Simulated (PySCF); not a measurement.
An unknown is described by computed data only.

Formula: C6H8N2.

| Property | Result |
| --- | --- |
| UV, strongest line | among the 6 lowest singlet transitions: S4 at 5.32 eV (233 nm, f = 0.229) [TDDFT PBE0/def2-SVPD] |
| UV, first state | lowest singlet excitation: 4.16 eV (298 nm, f = 0.046) [TDDFT PBE0/def2-SVPD] |
| Triplet | lowest triplet excitation (Tamm–Dancoff): 3.21 eV [TDA PBE0/def2-SVPD] |
| Polarisability | 89.0 au [PBE0/def2-SVPD] |
| 1H NMR | chemical shifts (computed TMS as zero) by class: 6.60 (4 H), 2.93 (4 H) ppm [GIAO PBE0/pcSseg-1] |
| 13C NMR | chemical shifts (computed TMS as zero) by class: 143.5 (2 C), 118.0 (4 C) ppm [GIAO PBE0/pcSseg-1] |
| NMR, other nuclei | isotropic shieldings of nuclei other than C and H, by class: 197 (2 N) ppm [GIAO PBE0/pcSseg-1] |
| Dipole | 1.81 D [PBE0/def2-SVPD] |
| Rotational structure | rotational constants A, B, C: 5.594, 1.499, 1.184 GHz [GFN2-xTB] |

Electronic properties: PySCF, gas phase, density fitting. Levels stand in brackets. NMR shifts are as computed; neighbouring signals can stand in another order in a measured spectrum. Isolated species at its GFN2-xTB geometry, gas phase. NMR values are class means; diastereotopic atoms form classes of their own.

Problem. Give a SMILES that accounts for the data.

Solution. Numbering: `[NH2:1][c:2]1[cH:3][cH:4][c:5]([NH2:6])[cH:7][cH:8]1`. Its formula, C6H8N2, gives 4 degrees of unsaturation: 1 ring and 3 π bonds in the structure found (Kekulé form). 6 carbons fall into 2 classes; from least to most shielded: aromatic carbon bearing nitrogen [C2/C5] (143.5 ppm, 2 C), aromatic CH carbon [C3/C4/C7/C8] (118.0 ppm, 4 C). Hydrogen classes from least to most shielded: 4 H on 4 aromatic CH carbons, C3/C4/C7/C8 (6.60 ppm), 4 H on 2 aniline-type nitrogens, N1/N6 (2.93 ppm). The other shieldings belong to: 197 ppm, aniline-type nitrogen [N1/N6]. The optimised geometry has point group C2v and is an asymmetric top. Structure: `c1c(N)ccc(c1)N` (p-phenylenediamine). Computed isomers that give other values at the same levels: `NNc1ccccc1` (13C chemical shifts (computed TMS as zero) by class: 156.3 (1 C), 135.1 (2 C), 122.7 (1 C), 113.2 (2 C) ppm); `Nc1ccccc1N` (13C chemical shifts (computed TMS as zero) by class: 138.9 (2 C), 124.5 (2 C), 119.5 (2 C) ppm); `c1cn(C2CC2)cn1` (13C chemical shifts (computed TMS as zero) by class: 140.9 (1 C), 135.4 (1 C), 123.8 (1 C), 28.0 (1 C), 9.1 (2 C) ppm). The assignments are read from this structure; whether some other isomer fits the data as well wasn't checked.

Shape of the structure used: `[NH2:1][c:2]1[cH:3][cH:4][c:5]([NH2:6])[cH:7][cH:8]1`: H–N1–C2–C3 -159°, H–N1–C2–C3 -24°, H–N6–C5–C4 25°, H–N6–C5–C4 159°.
